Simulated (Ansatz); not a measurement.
Relaxation of CH$_{6}$BNO (10 atoms, charge 0, multiplicity 1), to a largest force component of 0.02 eV/Å in at most 40 steps.

These are results of Ansatz 0.2.0, RKS PBE0-D4/6-31G, not measurements.

```xyz
10
Properties=species:S:1:pos:R:3:forces:R:3
B 0.000 0.000 0.000 -0.84 0.19 3.26
N 0.000 0.000 1.550 0.12 -0.08 -2.27
H -0.877 -0.271 2.080 1.86 0.88 -0.81
H 0.877 0.271 2.080 -1.83 -0.80 -0.81
O 1.221 0.000 -0.705 0.48 -1.70 0.12
H 1.521 -0.952 -0.860 -0.08 1.64 0.09
C -1.386 0.000 -0.800 0.46 -0.06 0.25
H -1.946 -0.930 -0.571 -0.02 0.44 -0.17
H -1.990 0.880 -0.495 0.09 -0.47 -0.19
H -1.184 0.051 -1.890 -0.23 -0.04 0.53
```

Task: Where does it end, and by what steps?

Result: It converged. Limits of this set-up: no polarisation functions. After 20 steps the energy has fallen by 1.060 eV; H3 moved furthest, 0.78 Å.

| step | energy less start (eV) | largest force component (eV/Å) | accepted |
| --- | --- | --- | --- |
| 0 | 0.0000 | 3.256 | yes |
| 1 | -0.5148 | 1.762 | yes |
| 2 | -0.6213 | 1.508 | yes |
| 3 | -0.7236 | 0.578 | yes |
| 4 | -0.7923 | 1.656 | yes |
| 5 | -0.9457 | 0.645 | yes |
| 6 | -1.0081 | 0.567 | yes |
| 7 | -1.0383 | 0.098 | yes |
| 8 | -1.0411 | 0.322 | yes |
| 9 | -1.0395 | 0.360 | no |
| 10 | -1.0469 | 0.115 | yes |
| 11 | -1.0513 | 0.057 | yes |
| 12 | -1.0452 | 0.488 | no |
| 13 | -1.0540 | 0.086 | yes |
| 14 | -1.0554 | 0.135 | yes |
| 15 | -1.0563 | 0.140 | yes |
| 16 | -1.0576 | 0.088 | yes |
| 17 | -1.0591 | 0.027 | yes |
| 18 | -1.0596 | 0.038 | yes |
| 19 | -1.0598 | 0.058 | yes |
| 20 | -1.0601 | 0.019 | yes |

```xyz
10
Properties=species:S:1:pos:R:3
B -0.010 -0.152 0.156
N -0.019 0.187 1.520
H -0.844 0.506 1.999
H 0.816 0.127 2.080
O 1.224 -0.575 -0.356
H 1.252 -0.814 -1.293
C -1.302 -0.070 -0.749
H -1.564 -1.059 -1.152
H -2.176 0.305 -0.204
H -1.142 0.593 -1.611
```

Whether the end is a true minimum wasn't checked by a vibrational analysis.

Run time: 19 s on 1 thread of AMD EPYC 9R45 96-Core Processor (Zen 5) (shared host), peak memory 0.17 GiB.
